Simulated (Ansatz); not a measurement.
`C[S][Ag]` + HI → `[Ag][I]` + CH₃SH at 700 K and 1 bar (ligand exchange at the Ag–S bond).

Calculated with Ansatz (gas phase, PBE0-D4/def2-TZVP geometries, no zero-point term in ΔE). CCSD(T)/CBS is the MP2 limit (def2-TZVPP, def2-QZVPP) plus CCSD(T) − MP2 in def2-TZVPP, frozen cores. This one scheme is used for every species. def2 core potentials past Kr. For Ag, I outer-core shells are correlated without core-valence functions, which leaves a few kJ/mol of doubt a bond.

```csv
species,CCSD(T)/CBS energy (Eh),H − E (kJ/mol),S (J/(mol·K))
`C[S][Ag]`,-584.56425,147.6,375.6
HI,-298.03592,34.6,231.7
`[Ag][I]`,-444.41059,26.3,296.2
CH₃SH,-438.22835,160.2,309.0
```

H − E and S are ideal-gas, rigid-rotor, harmonic terms from PBE0-D4/def2-TZVP. 1 Eh = 2625.50 kJ/mol, R = 8.31446 J/(mol·K).

By hand: ΔE, ΔH, ΔS and ΔG.

ΔE = (-444.41059) + (-438.22835) − (-584.56425) − (-298.03592) = -0.03877 Eh = -101.8 kJ/mol. Δ(H − E) = 26.3 + 160.2 − 147.6 − 34.6 = 4.3, so ΔH = -97.5 kJ/mol. ΔS = 296.2 + 309.0 − 375.6 − 231.7 = -2.1 J/(mol·K). ΔG = -97.5 − 700 × (-2.1)/1000 = -96.0 kJ/mol.

By hand: the equilibrium constant, and the temperature at which ΔG would vanish if ΔH and ΔS stayed fixed.

log₁₀ K = −ΔG/(RT ln 10) = 7.2. ΔG = 0 at ΔH/ΔS = 46429 K, far beyond where these terms or the molecules hold.

The number of gas molecules stays the same, so ΔS is small and ΔH decides. A doubt of 5 kJ/mol in ΔE shifts log₁₀ K by 0.4 here. These are equilibria of isolated gas molecules and say nothing of rates. Largest T1 diagnostic: 0.022 (customary marks: 0.02 for closed shells, 0.045 for open ones).
